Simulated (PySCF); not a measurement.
A run for PySCF: U-B3LYP/LANL2DZ on GeO, a point of a bond scan (R = 1.632 Å).

```python
from pyscf import gto, scf, dft, mp
from pyscf.data.elements import chemcore

mol = gto.M(
    atom='''
    Ge   -0.00000000   -0.00000000   -0.32648771
    O     0.00000000    0.00000000    1.30595083
    ''',
    basis='lanl2dz',
    ecp={'Ge': 'lanl2dz'},
    charge=0, spin=0, verbose=3, max_memory=1800)
mf = dft.UKS(mol, xc='b3lyp')
mf.conv_tol = 1e-8
mf.max_cycle = 100
mf.init_guess_breaksym = True
mf.kernel()
if not mf.converged:
    mf = mf.newton().run(mf.mo_coeff, mf.mo_occ)
for _ in range(4):
    mo, _, stable, _ = mf.stability(return_status=True)
    if stable:
        break
    mf.kernel(mf.make_rdm1(mo, mf.mo_occ))
```

Output:

```
converged SCF energy = -78.9864508826066  <S^2> = 1.3358852e-09  2S+1 = 1
<class 'pyscf.dft.uks.UKS'> wavefunction is stable in the internal stability analysis
```

The calculation finished and met its thresholds.

Cost: about 1.0 core-seconds (a rough figure).
